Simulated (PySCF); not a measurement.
CF3, SMILES F[C](F)F, multiplicity 2. Atoms are numbered in the order given.

```xyz
4

F     -1.0899    -0.6293    -0.0731
C      0.0000     0.0000     0.3291
F      1.0899    -0.6293    -0.0731
F      0.0000     1.2586    -0.0731
```
Charge 0, spin multiplicity 2.

Geometry optimised at r2SCAN-D4/def2-TZVP. The isomer is the one that the SMILES or the coordinates give; other isomers of the formula were not compared.

Computed with ωB97X/def2-TZVPD in PySCF.

Mulliken values depend strongly on the basis, most of all with diffuse functions as here. ESP charges are fitted to the potential on shells at 1.4 to 2.0 van der Waals radii. Atomic charges (e):

```tsv
atom	ESP fit	Mulliken	Mulliken spin
F1	-0.06	-0.17	0.06
C2	0.19	0.51	0.81
F3	-0.06	-0.17	0.06
F4	-0.06	-0.17	0.06
```
